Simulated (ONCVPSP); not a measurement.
## What the settings do to the ONCV potential of Pb (Z = 82)

Base potential:

```
Element                 : Pb (Z = 82)
Generator               : ONCVPSP 4.0.1
Type                    : optimised norm-conserving Vanderbilt (ONCV)
Functional              : PBE
Relativity              : fully relativistic
Frozen core             : [Kr] 4d10 4f14
Valence charge          : 22
Reference configuration : 5s2 5p6 5d10 6s1.75 6p2.25
Partial waves           : 5s+6s: rc 1.45 bohr, ncon 3, nbas 6, qcut 7.4 1/bohr, 2 projectors; 5p+6p: rc 1.60 bohr, ncon 4, nbas 7, qcut 7 1/bohr, 2 projectors; 5d: rc 1.70 bohr, ncon 3, nbas 7, qcut 10.1 1/bohr, 1 projector
Local potential         : polynomial inside 1.40 bohr (lpopt 5, dvloc0 0 Ha)
Core correction         : Teter function fitted to the true core (icmod 2), fcfact 0.6
```

Open shells are filled in proportion to 2j + 1.

All-electron outer shells of the reference configuration (PBE, scalar-relativistic, ld1.x):

```
shell  level (eV)  outermost node (bohr)  outermost maximum (bohr)
   4d     -402.56                   0.19                      0.39
   5s     -144.63                   0.45                      0.79
   4f     -133.36                      –                      0.35
   5p      -86.30                   0.49                      0.88
   5d      -21.62                   0.52                      1.07
   6s      -12.33                   1.01                      1.95
   6p       -3.68                   1.18                      2.63
```

Cutoffs, loose and tight: the cutoffs (Ha) at which the residual kinetic energy of the hardest occupied pseudo-wave falls to 1 and 0.1 mHa per electron. They do not see the model core or the augmentation charge, which bear on the density cutoff. Test errors are all-electron minus pseudo excitation energies from the reference, over the configurations 5s2 5p6 5d10 6s2 6p2; 5s2 5p6 5d10 6s2 6p1; 5s2 5p6 5d10 6s2 6p0; 5s1 5p6 5d10 6s2 6p2. A dash means not determined; rows that change the core or the reference have their own tests.

| change | outcome | cutoff, loose | cutoff, tight | bound ghosts | GHOST(+) flags above zero | largest test error (meV) |
| --- | --- | --- | --- | --- | --- | --- |
| base | generated | 27 Ha | 32 Ha | none | s | -580 |
| core correction Teter function fitted to the true core (icmod 2), fcfact 0.12 | generated | 27 Ha | 32 Ha | none | s | -555 |
| core correction Teter function fitted to the true core (icmod 2), fcfact 0.28 | generated | 27 Ha | 32 Ha | none | s | -571 |
| core correction Teter function fitted to the true core (icmod 2), fcfact 0.36 | generated | 27 Ha | 32 Ha | none | s | -574 |
| core correction Teter function fitted to the true core (icmod 2), fcfact 0.52 | generated | 27 Ha | 32 Ha | none | s | -577 |
| core correction Teter function fitted to the true core (icmod 2), fcfact 0.62 | generated | 27 Ha | 32 Ha | none | s | -580 |
| core correction Teter function fitted to the true core (icmod 2), fcfact 0.74 | generated | 27 Ha | 32 Ha | none | s | -580 |
| core correction Teter function fitted to the true core (icmod 2), fcfact 0.88 | generated | 27 Ha | 32 Ha | none | s | -582 |
| core correction Teter function fitted to the true core (icmod 2), fcfact 1 | generated | 27 Ha | 32 Ha | none | s | -582 |
| core correction Teter function fitted to the true core (icmod 2), fcfact 1.14 | generated | 27 Ha | 32 Ha | none | s | -582 |
| core correction Teter function fitted to the true core (icmod 2), fcfact 1.22 | generated | 27 Ha | 32 Ha | none | s | -582 |

Reading the sweep of the fcfact (base included, trends over the rows without a ghost): The loose cutoff stays near 27 Ha. The median size of the test errors (rows with all tests solved) stays near 0.3 meV.
